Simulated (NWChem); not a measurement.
Molecule: BGeH3Cl2; SMILES Cl[B]([GeH3])Cl

Program: NWChem. The geometry was optimised at PBE0/def2-SVP.

**Question.** Order these by “orbital gap (eV)”, lowest first: Hartree-Fock/aug-pcseg-1; Hartree-Fock/pcseg-1; Hartree-Fock/STO-3G.

**Answer.** Hartree-Fock/aug-pcseg-1 (12.12), Hartree-Fock/pcseg-1 (12.67), Hartree-Fock/STO-3G (14.49)
